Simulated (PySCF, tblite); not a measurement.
Compound: C5H8N2O2Si.
SMILES with atom numbers: `[H]/[N:7]=[CH:6]/[C:5]([O:4][SiH2:3][O:2][CH3:1])=[CH:8]/[C:9]#[N:10]` (hydrogens: H11, H12, H13 on C1; H14, H15 on Si3; H16 on C6; H17 on N7; H18 on C8)

Jobs on this species (18 atoms, 82 electrons) with PySCF (density fitting) and tblite. Hardware of each: one thread, Arm Neoverse V1 (aarch64), shared host. Other jobs ran on the host; a repeat could differ by tens of per cent or more.

```csv
level and settings,work,basis functions,SCF cycles,wall time
GFN2-xTB,Hessian by finite differences,–,–,0.8 s
PBE0/pcSseg-1,"shieldings, charges and field gradients",217,?,?
GFN2-xTB,L-BFGS relaxation,–,–,0.7 s
```

Problem. Fill in the missing figures.

Solution. 
- PBE0/pcSseg-1; shieldings, charges and field gradients: 56 s, 16 SCF cycles

Problem. What do all jobs in the table cost together?

Solution. About 58 s; the longest takes about 97 % of that, and about 80 times as long as the shortest.
